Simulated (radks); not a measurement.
The numbers below are computed, except where a source is named.
The molybdenum ion Mo2+, 40 electrons, occupied as [Ar] 3d10 4s2 4p4 4d6 (not the ground configuration).

Code: a radial shooting solver on a logarithmic mesh with Libxc functionals. Model: Dirac Kohn-Sham, B86b exchange with PBE correlation, spin-unpolarised, spherical densities, finite nucleus; open shells are shared between the two j in proportion to 2j + 1; Fermi nuclear charge, rms radius 4.4091 fm.

Energy parts (Ry):
| part | energy |
|---|---|
| total | -8092.40194 |
| kinetic | 8390.96636 |
| electron-nucleus | -19484.23782 |
| Hartree | 3247.80904 |
| exchange-correlation | -246.93952 |

Orbitals (lengths in bohr, moments of r in powers of bohr; r(90%) holds 90 % of the orbital's charge):
1s1/2: occ. 2; eigenvalue (Ry) -1458.361; <r> 0.03516; r(90%) 0.0630
2s1/2: occ. 2; eigenvalue (Ry) -207.4774; <r> 0.1534; r(90%) 0.237
2p1/2: occ. 2; eigenvalue (Ry) -191.0275; <r> 0.1307; r(90%) 0.214
2p3/2: occ. 4; eigenvalue (Ry) -183.1899; <r> 0.1353; r(90%) 0.220
3s1/2: occ. 2; eigenvalue (Ry) -36.81184; <r> 0.4285; r(90%) 0.633
3p1/2: occ. 2; eigenvalue (Ry) -30.54622; <r> 0.4231; r(90%) 0.640
3p3/2: occ. 4; eigenvalue (Ry) -29.25529; <r> 0.4336; r(90%) 0.655
3d3/2: occ. 4; eigenvalue (Ry) -18.17441; <r> 0.4128; r(90%) 0.660
3d5/2: occ. 6; eigenvalue (Ry) -17.92990; <r> 0.4162; r(90%) 0.665
4s1/2: occ. 2; eigenvalue (Ry) -6.34531; <r> 1.094; r(90%) 1.59
4p1/2: occ. 1.33333; eigenvalue (Ry) -4.53796; <r> 1.190; r(90%) 1.76
4p3/2: occ. 2.66667; eigenvalue (Ry) -4.34604; <r> 1.219; r(90%) 1.80
4d3/2: occ. 2.4; eigenvalue (Ry) -1.70070; <r> 1.640; r(90%) 2.57
4d5/2: occ. 3.6; eigenvalue (Ry) -1.68017; <r> 1.654; r(90%) 2.59

The highest occupied level is 4d5/2 at -22.860 eV. The electron density at the nucleus is 9.09e+04 e/bohr^3.
